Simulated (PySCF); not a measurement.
Compound: C₇H₈FNSi.
Atom-mapped SMILES: `[F:1][c:2]1[cH:3][cH:4][cH:5][c:6](/[CH:7]=[N:8]\[SiH3:9])[cH:10]1`

NICS = −σ at a ghost point: NICS(0) at the centroid of the ring atoms, NICS(1) 1 Å to either side along the normal of their mean plane, zz for the tensor component along that normal. Level: GIAO PBE0/pcSseg-1 (PySCF, non-relativistic, gas phase) on the PBE0-D3(BJ)/def2-SVP geometry, one conformer.

Ring bond lengths (Å), with Mayer bond orders in brackets: C2–C3 1.392 (1.42), C3–C4 1.393 (1.41), C4–C5 1.392 (1.44), C5–C6 1.402 (1.37), C6–C10 1.401 (1.33), C10–C2 1.386 (1.46).

Task: What do the NICS probes read (ppm)?

Result: 
```json
{"ring": "C2–C3–C4–C5–C6–C10", "type": "6-membered carbocycle; formal bonds all aromatic", "NICS(0)": "-10.2", "NICS(1), two faces": "-11.5 / -11.4", "NICS(1)zz, two faces": "-27.5 / -27.1", "rms pucker (Å)": "0.00", "centre to ring atoms, mean (Å)": "1.39"}
```

Task: What do they say, and how far can they be read as aromaticity?

Result: 
- C2–C3–C4–C5–C6–C10: mean NICS(1)zz -27.3 ppm, shielded. The ring is flat and has no four-coordinate atom; by the NICS criterion it is aromatic.

Task: How equal are the bonds by HOMA? HOMA takes Krygowski's 1993 parameters.

Result: 
- C2–C3–C4–C5–C6–C10: HOMA 0.98 = 1 − EN − GEO, with mean bond length 1.394 Å, EN = α(Ropt − mean)² = 0.010 and GEO = α × variance = 0.008. The geometric and the magnetic index point the same way.

Task: List the ring angles and the Hirshfeld charges of the ring atoms.

Result: 
- C2–C3–C4–C5–C6–C10: C2 122.0° (+0.093 e), C3 118.7° (-0.056 e), C4 120.2° (-0.038 e), C5 120.6° (-0.046 e), C6 119.3° (-0.007 e), C10 119.2° (-0.057 e); sum 720.0° against 720° for a flat convex ring.

Task: How do the values depend on the level or the medium?

Result: 
```tsv
level	NICS(0), C2–C3–C4–C5–C6–C10	mean NICS(1)zz, C2–C3–C4–C5–C6–C10
PBE0/pcSseg-1, gas	-10.2	-27.3
PBE0/pcSseg-1, IEF-PCM chloroform	-10.1	-27.4
PBE0/pcSseg-1, IEF-PCM water	-10.1	-27.4
```

The geometry is the same throughout; the continuum's cavity takes Bondi-type radii × 1.2.

Shape of the structure used: `[F:1][c:2]1[cH:3][cH:4][cH:5][c:6](/[CH:7]=[N:8]\[SiH3:9])[cH:10]1`: C5–C6–C7–N8 -167°.
